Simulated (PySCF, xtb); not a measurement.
(2S)-1-bromo-2-fluoropropane (C3H6BrF), SMILES C[C@H](F)CBr.

GFN2-xTB in xtb 6.7.1 at its own geometry gives an orbital gap of 5.17 eV and a dipole moment of 1.69 D.

Geometry optimised at B3LYP-D3(BJ)/def2-SVP. Other conformers were not sampled.

Q: What does PBE/def2-TZVP (PySCF) give? (Estimate from the structure and the level; the computed values follow.)

A: gap 5.50 eV (levels -6.85 and -1.34 eV), dipole 0.52 D.
